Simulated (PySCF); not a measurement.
# Te⁴⁴⁺: ionisation energy

Te⁴⁴⁺ [He] 2s2 2p4 (3P) → Te⁴⁵⁺ [He] 2s2 2p3 (4S), as a difference of total energies. Calculation: PySCF 2.14, in an even-tempered Gaussian basis (17 s from 19 bohr⁻², ratio 2.2; 11 p from 25 bohr⁻², ratio 2.2; 6 d from 100 bohr⁻², ratio 2.4; 5 f from 150 bohr⁻², ratio 2.4; 4 g from 230 bohr⁻², ratio 2.4); the non-relativistic Hamiltonian (point nucleus). Correlated levels: nothing frozen; virtual orbitals above 40 to 60 times the deepest correlated orbital energy dropped. The calculations carry no spin-orbit coupling.

```
                 method  ionisation energy (eV)
                    UHF                  7420.7
                    LDA                  7416.5
                    PBE                  7423.3
                   PBE0                  7423.1
                 r2SCAN                  7424.6
                  B97-3                  7423.1
                 PBEsol                  7419.3
    MP2 (all electrons)                  7422.3
SCS-MP2 (all electrons)                  7422.4
```

Spin-orbit coupling is strong in these open shells (close to jj coupling). The scalar numbers leave it out and a first-order estimate fails, so it can dominate the gap to the real levels.

The gap to the reference is mostly relativistic.

For comparison: 7485 ± 4 eV (theoretical estimate listed by NIST; NIST Atomic Spectra Database, ionization energies).
